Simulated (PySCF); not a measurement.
# Mayer bond orders and bond lengths

C8H11O2 (charge -1).
Numbering: `[CH2:1]=[C:2]1[CH2:3][CH2:4][CH2:5][C@@H:6]([C:7](=[O:8])[O-:9])[CH2:10]1` (hydrogens: H11, H12 on C1; H13, H14 on C3; H15, H16 on C4; H17, H18 on C5; H19 on C6; H20, H21 on C10)

Cartesian coordinates in Å at the PBE0-D3(BJ)/def2-SVP level; atoms count from 1:
```xyz
21
C8H11O2 angstrom
C      2.3077    0.9889   -0.6010
C      1.1676    0.3922   -0.2258
C      1.0257   -1.1054   -0.2002
C     -0.1729   -1.5519   -1.0411
C     -1.4409   -0.8248   -0.6096
C     -1.3069    0.6953   -0.6514
C     -2.6079    1.3419   -0.0481
O     -2.7224    1.1900    1.1869
O     -3.3689    1.8942   -0.8597
C     -0.0787    1.1313    0.1535
H      3.1897    0.4062   -0.8891
H      2.3910    2.0800   -0.6340
H      0.8479   -1.4194    0.8461
H      1.9575   -1.5916   -0.5350
H     -0.2971   -2.6477   -0.9645
H      0.0384   -1.3295   -2.1031
H     -1.6997   -1.0956    0.4302
H     -2.2952   -1.1306   -1.2373
H     -1.2131    1.0284   -1.6997
H     -0.3482    0.9261    1.2072
H      0.0728    2.2193    0.0664
```

Bond orders from the PBE0/pcSseg-1 density (PySCF). The structure is a single PBE0-D3(BJ)/def2-SVP conformer in the gas phase; no vibrational or solvent corrections. The pcSseg-1 basis has no diffuse functions, a weakness for an anion.

Problem. Where do the orders between heavy atoms depart from those drawn in the SMILES?

Solution. The largest departure is 0.771, at C7–O9 (drawn single, 1.771). Drawn single, order above 1.12: C7–O9 (1.771). Drawn single, order below 0.88: C6–C7 (0.874). Drawn double or triple, more than 0.30 short of the drawn order: C7–O8 (1.695). The SMILES, with its formal charges, is one Lewis structure only.

Problem. Give the Mayer order of every bond, beside its length.

Solution. 
| bond | drawn as | length (Å) | Mayer order |
| --- | --- | --- | --- |
| C1–C2 | double | 1.340 | 1.974 |
| C2–C3 | single | 1.504 | 1.023 |
| C3–C4 | single | 1.531 | 1.019 |
| C4–C5 | single | 1.524 | 1.034 |
| C5–C6 | single | 1.527 | 0.994 |
| C6–C7 | single | 1.573 | 0.874 |
| C7–O8 | double | 1.250 | 1.695 |
| C7–O9 | single | 1.242 | 1.771 |
| C6–C10 | single | 1.532 | 0.951 |
| C10–C2 | single | 1.498 | 1.027 |
| C1–H11 | single | 1.096 | 0.939 |
| C1–H12 | single | 1.095 | 0.943 |
| C3–H13 | single | 1.107 | 0.931 |
| C3–H14 | single | 1.103 | 0.952 |
| C4–H15 | single | 1.105 | 0.956 |
| C4–H16 | single | 1.105 | 0.946 |
| C5–H17 | single | 1.105 | 0.937 |
| C5–H18 | single | 1.103 | 0.954 |
| C6–H19 | single | 1.104 | 0.945 |
| C10–H20 | single | 1.107 | 0.904 |
| C10–H21 | single | 1.102 | 0.950 |

Bonds between the same two heavy elements. C–C: lowest C6–C7 (0.874, 1.573 Å), highest C1–C2 (1.974, 1.340 Å); in 1 of the 28 pairs the longer bond (by over 0.003 Å) has the higher order (by 0.02 or more). C–O: lowest C7–O8 (1.695, 1.250 Å), highest C7–O9 (1.771, 1.242 Å).

Problem. Sum the orders of all bonds at each heavy atom with more than one neighbour and set the sums beside the valence in the SMILES.

Solution. C1 3.856 (drawn 4), C2 4.024 (drawn 4), C3 3.925 (drawn 4), C4 3.955 (drawn 4), C5 3.919 (drawn 4), C6 3.764 (drawn 4), C7 4.340 (drawn 4), C10 3.832 (drawn 4). Orders between atoms that aren't bonded are not in these sums.

The Mayer order sums products of elements of PS (density times overlap matrix) between the two atoms' basis functions, so it depends on the basis set.
